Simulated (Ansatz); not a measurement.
CH4GeO2, SMILES `O=C[O][GeH3]`, charge 0, multiplicity 1.

**Question.** Give a relaxed structure at PBE0-D4/def2-TZVP (Ansatz). (Estimate.)

**Answer.** Ansatz gave: 
Cartesian coordinates in Å:
```
O -0.3157 1.7361 0.4526
C -1.1404 0.8608 0.4443
O -0.9014 -0.3925 0.1149
Ge 0.8499 -0.7146 -0.3472
H -2.1964 1.0142 0.7144
H 1.7353 -0.4142 0.8617
H 1.1896 0.1223 -1.5801
H 0.7792 -2.2121 -0.6605
```
Point group Cs.
